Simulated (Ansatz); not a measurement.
System: CH2BBr2O, net charge 0, doublet state. It need not be the lowest isomer of its formula. SMILES: [CH2]OB(Br)Br
Geometry from a B3LYP-D3(BJ)/def2-TZVP (Ansatz, a first-principles code) optimisation:
```
O
B 1 1.3447
C 1 1.3533 2 128.87
H 3 1.0758 1 114.99 2 180.00
H 3 1.0782 4 125.59 1 -180.00
Br 2 1.9191 1 117.53 3 -180.00
Br 2 1.9301 1 122.26 3 0.00
```
Charge 0, spin multiplicity 2.

Quantity: atomisation energy (electronic, to ground-state atoms), in kcal/mol. Valence correlation only, unless marked. Open shells are spin-unrestricted. Spin-orbit coupling is left out. Frozen are the shells of the preceding noble gas and the d and f shells that filled before the atom's block. Non-relativistic. The coupled-cluster limit lacks core correlation, which all-electron functionals hold. Basis-set limits of correlation are two-point, X^-3; Hartree-Fock from the larger set.

| level | program | atomisation energy (kcal/mol) |
|---|---|---|
| HF/6-31G | Ansatz | 392.3 |
| HF/cc-pVQZ | Ansatz | 440.8 |

**Question.** Predict the CCSD(T)/CBS(cc-pVTZ,cc-pVQZ) result (Ansatz).

**Answer.** 604.3 kcal/mol, so HF/cc-pVQZ differs from it by -163.5 kcal/mol.
